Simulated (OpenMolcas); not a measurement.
# Ni3+: ligand-field states by method

Ni3+ with 6 ligands (water) in octahedral coordination (Th) at 1.96 Å. Ligand basis ANO-RCC-VDZP.

```json
{"Program": "OpenMolcas 26.06", "Basis": "ANO-RCC-VTZP [6s5p3d2f1g]", "Scalar Hamiltonian": "DKH2, point nucleus", "Active space": "7 electrons in 5 orbitals (3d)", "State averaging": "2S+1 = 4 even, 10 roots; 2S+1 = 2 even, 40 roots", "Spin-orbit coupling": "state interaction with AMFI integrals over the reference wave functions"}
```

I. CASSCF
II. SS-CASPT2, IPEA 0.25 Eh, imaginary shift 0.1 Eh (closed shells correlated: 3s 3p and the ligand valence shells)

Spin-free states (labels of O, taken over from Oh, the nearest higher group) in cm-1, each column counted from its own energy of the first state listed:

```json
{"State": "4T1", "Degeneracy": "3", "I": "0", "II": "0"}
{"State": "4T2", "Degeneracy": "3", "I": "9086", "II": "11380"}
{"State": "2E", "Degeneracy": "2", "I": "12937", "II": "2280"}
{"State": "4A2", "Degeneracy": "1", "I": "19780", "II": "27790"}
{"State": "2T2", "Degeneracy": "3", "I": "21246", "II": "12240"}
{"State": "2T1", "Degeneracy": "3", "I": "21533", "II": "12560"}
{"State": "4T1", "Degeneracy": "3", "I": "27384", "II": "25030"}
{"State": "2T1", "Degeneracy": "3", "I": "27463", "II": "15780"}
{"State": "2A1", "Degeneracy": "1", "I": "29671", "II": "24130"}
{"State": "2T2", "Degeneracy": "3", "I": "31922", "II": "23110"}
{"State": "2T1", "Degeneracy": "3", "I": "34378", "II": "28960"}
{"State": "2E", "Degeneracy": "2", "I": "37072", "II": "28900"}
{"State": "2T2", "Degeneracy": "3", "I": "40845", "II": "30150"}
{"State": "2T1", "Degeneracy": "3", "I": "42043", "II": "37830"}
{"State": "2E", "Degeneracy": "2", "I": "43224", "II": "43040"}
{"State": "2T2", "Degeneracy": "3", "I": "51023", "II": "37330"}
{"State": "2T1", "Degeneracy": "3", "I": "54262", "II": "45430"}
{"State": "2A2", "Degeneracy": "1", "I": "54893", "II": "44600"}
{"State": "2T2", "Degeneracy": "3", "I": "80580", "II": "67300"}
{"State": "2E", "Degeneracy": "2", "I": "80820", "II": "66260"}
```

From I to II, I's first state of the same spin (4T2) moves from 9086 to 11380 cm-1, by about +2300 cm-1.

From I to II, I's first state of another spin (2E) moves from 12937 to 2280 cm-1, by about -11000 cm-1.

I: A least-squares ligand-field fit to the states below 45000 cm-1, each weighted by its degeneracy and with a free common offset, gives 10Dq = 11016 cm-1, B = 1298 cm-1 and C = 4895 cm-1 (C/B = 3.77), with an rms deviation of 330 cm-1. The same method and metal basis give the free ion B = 1428 cm-1 (fit to its terms below 60000 cm-1, rms deviation 19 cm-1), so the nephelauxetic ratio is β = 1298 / 1428 = 0.91; it hangs on how both fits weigh the states, and computed free-ion B values tend to be too large, so β mixes covalency with correlation.

χT at 300 K: I 3.38, II 3.33 cm3 K/mol.

Roots that are degenerate in the reference are averaged as groups; the widest CASPT2 spread within a group is 2300 cm-1 (the 3-fold group of multiplicity 2 near 23100 cm-1 above the lowest state of its run, II). Shifts and gaps below about the spread of the groups concerned are not significant. Over all roots computed the reference weight is 0.59 to 0.71 in II; the roots of lowest weight are the least certain, and an intruder state may touch them. An orbital triplet at a regular site is open to Jahn-Teller coupling, which can distort the site and quench the lowest spin-orbit gaps and is left out. This shell can be high or low spin here, a state of another spin lies low, and with metal d orbitals alone active their balance is uncertain, so the ground spin may be wrong. Ligand-to-metal charge-transfer states are missing. With no ligand orbital active B as a rule stays too high, so bands that hang on it stand too high and its fall with covalency is understated. Without dynamic correlation the repulsion within the d shell is too large (B by tens of per cent), so at a given field states of lower spin stand too high (holds for I). With metal d orbitals alone the field can be off either way by tens of per cent (holds for I). A single d shell leaves out the double-shell effect, which counts most for late 3d ions, where the CASPT2 field can be off either way by tens of per cent (holds for II). With one d shell and no ligand orbital active, 10Dq can be off by a tenth or more (holds for II). No measured value stands beside these numbers; the geometry is a model, was not optimised and need not be the one that this ion takes.
